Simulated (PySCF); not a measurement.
C6H11N.
Numbering: `[H]/[N:7]=[CH:6]\[CH2:5][C:2](=[CH2:1])[CH2:3][CH3:4]` (hydrogens: H8, H9 on C1; H10, H11 on C3; H12, H13, H14 on C4; H15, H16 on C5; H17 on C6; H18 on N7)

Method: TDDFT B3LYP/def2-SVPD, vertical, gas phase, core orbitals frozen in the response in PySCF. Geometry: GFN2-xTB, one conformer, isolated molecule. Torsions of this conformer, `[H]/[N:7]=[CH:6]\[CH2:5][C:2](=[CH2:1])[CH2:3][CH3:4]`: C1–C2–C3–C4 103°, C1–C2–C5–C6 107°, C2–C5–C6–N7 124°.

Computed states:

```tsv
state	E (eV)	f
S1	5.00	0.0098
S2	6.03	0.041
S3	6.41	0.065
S4	6.52	0.023
S5	6.98	0.062
S6	7.13	0.030
S7	7.24	0.133
S8	7.28	0.023
```

Each state is given a Gaussian of 0.4 eV full width at half maximum, with ε(max) = 2.175×10⁸ f / Δν̃ (Δν̃ the width in cm⁻¹). The width is an assumption, not a result. The curve ends short of the highest state used, and states not computed would add to its high-energy end.

Task: What does the envelope look like, and where are its maxima?

Result: 
λ (nm), ε (L mol⁻¹ cm⁻¹) and a bar:
```
    185.5       3201 ################
    187.3       3845 ####################
    189.0       4715 ########################
    190.8       5521 ############################
    192.5       5898 ##############################
    194.3       5793 #############################
    196.0       5328 ###########################
    197.8       4684 ########################
    199.5       4137 #####################
    201.3       3728 ###################
    203.0       3477 ##################
    204.7       3266 #################
    206.5       2981 ###############
    208.2       2611 #############
    210.0       2127 ###########
    211.7       1640 ########
    213.5       1158 ######
    215.2        780 ####
    217.0        479 ##
    218.7        284 #
    220.5        154 #
    222.2         82 
    224.0         43 
    225.7         28 
    227.5         28 
    229.2         40 
    231.0         67 
    232.7        105 #
    234.5        161 #
    236.2        229 #
    238.0        313 ##
    239.7        399 ##
    241.5        488 ##
    243.2        563 ###
    245.0        622 ###
    246.7        654 ###
    248.5        659 ###
    250.2        637 ###
    252.0        589 ###
    253.7        526 ###
    255.4        454 ##
    257.2        374 ##
    258.9        301 ##
    260.7        232 #
    262.4        175 #
    264.2        126 #
    265.9         90 
    267.7         61 
    269.4         42 
    271.2         27 
    272.9         17 
    274.7         11 
    276.4          7 
    278.2          4 
    279.9          2 
    281.7          1
```

Maxima: 248 nm (5.00 eV), ε about 660, made up of S1 (100%); 193 nm (6.42 eV), ε about 5900, made up of S3 (74%) and S4 (22%) (ε in L mol⁻¹ cm⁻¹; maxima over ε = 5, shares over 10%).

Task: Coming from long wavelengths, where does ε first pass 100 L mol⁻¹ cm⁻¹?

Result: At about 265 nm (4.67 eV), 0.33 eV below S1.

Task: On this curve, what absorbance would a 10⁻⁵ mol/L sample give at 254 nm over a 1 cm path?

Result: 254 nm is 4.881 eV, where ε is about 510 L mol⁻¹ cm⁻¹, so A = ε c l ≈ 0.0051 (Beer–Lambert, with the gas-phase spectrum and the assumed width).

Task: What would ε be at 6.42 eV, the highest of these maxima, with half the width (0.2 eV)?

Result: About 10200 L mol⁻¹ cm⁻¹ against 5920, a factor of about 1.7; a lone state at its own centre would give exactly 2.
